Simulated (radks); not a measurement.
Fractional charge and spin in the 5s shell of xenon: the spin-up occupation runs from 0 to 1 and the spin-down occupation from 0 to 1; the fullest corner is Xe3+, [Kr] 4d10 5p(up 1.5, down 1.5) 5s(up 1, down 1). All-electron calculation, scalar-relativistic Kohn-Sham, LDA (Slater exchange, Perdew-Wang correlation), spin-polarised, spherical densities, point nucleus. Program: a radial shooting solver on a logarithmic mesh with Libxc functionals. Energy (eV) minus the two flat planes that join the four corners (they meet along the diagonal where the two added fractions sum to one electron); zero is where a piecewise linear energy would lie.

\begin{tabular}{lrrrrr}
down \ up & 0 & 0.25 & 0.5 & 0.75 & 1 \\ \hline
0 & 0.000 & -1.164 & -1.549 & -1.159 & 0.000 \\
0.25 & -1.164 & -1.487 & -1.040 & 0.173 & -1.113 \\
0.5 & -1.549 & -1.040 & 0.231 & -1.001 & -1.480 \\
0.75 & -1.159 & 0.173 & -1.001 & -1.426 & -1.107 \\
1 & 0.000 & -1.113 & -1.480 & -1.107 & 0.000 \\
\end{tabular}

Corners above the fullest one (they belong to Xe4+ and the next ion): (up 1, down 0) 56.451 eV, (up 0, down 1) 56.451 eV, (up 0, down 0) 125.95 eV. With half an added electron in each spin the energy lies 0.231 eV from the planes, and with half an added electron in spin up alone -1.549 eV. The planes are only a guide here: the flat-plane condition holds for ground states with one frontier orbital, while this shell lies below other occupied shells, so the corners above the fullest one are inner-hole states and not the ground states of those ions.
